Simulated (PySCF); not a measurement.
Method: PySCF 2.14.0 with PBE-D3(BJ)/def2-TZVP // B3LYP-D3(BJ)/def2-TZVP. Gas-phase values, no solvent. Excitations are Tamm–Dancoff values on a coarser integration grid. The basis has no diffuse functions, so Rydberg states are missing or too high.

Reference species (SMILES): `[Cl][Al]([Br])[Br]` (neutral, multiplicity 1).

| Property | Result |
|---|---|
| LUMO | -2.36 eV |
| S1 oscillator strength | 0.003 |
| S1 excitation (TDA) | 5.25 eV |

After one change: the LUMO rises by 0.09 eV; the S1 oscillator strength stays essentially unchanged; the S1 excitation (TDA) rises by 0.25 eV.

### Question
What was changed between the two runs? The new species is one of these.
A) `[Cl][Al]([Cl])[Br]`
B) `[Br][Al]([Br])[Br]`
C) `[Cl][Al]([Cl])[Cl]`

### Answer
A, `[Cl][Al]([Cl])[Br]`
